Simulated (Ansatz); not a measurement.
C$_{2}$H$_{7}$ClOSi (`CC(O)([SiH3])Cl`) from Hartree–Fock to CCSD(T)

```xyz
12

C    -0.936   -0.448   -1.098
C    -0.439    0.136    0.198
O    -0.834    1.464    0.241
Si    1.431   -0.094    0.510
Cl   -1.235   -0.789    1.585
H    -0.700   -1.510   -1.164
H    -0.465    0.077   -1.932
H    -2.018   -0.319   -1.169
H    -0.512    1.869    1.054
H     1.751    0.616    1.776
H     2.184    0.532   -0.609
H     1.772   -1.533    0.608
```

Total charge 0; spin multiplicity 1. Geometry: relaxed with PBE0-D4/def2-TZVP. It is one conformer, not always the lowest. Frozen core, restricted reference, the Gaussian-basis code of Ansatz. CBS rows extrapolate triple and quadruple zeta; past MP2 they add the triple-zeta difference.

```csv
basis,HF (Eh),MP2 corr.,CCSD corr.,(T),CCSD(T) total
def2-SVP,-902.73957,-0.70990,-0.76950,-0.02120,-903.53027
def2-TZVPP,-903.18198,-0.90822,-0.96256,-0.03908,-904.18362
def2-QZVPP,-903.21098,-0.97926,–,–,–
CBS(def2),-903.21498,-1.03189,-1.08623,as TZ,-904.34029
```
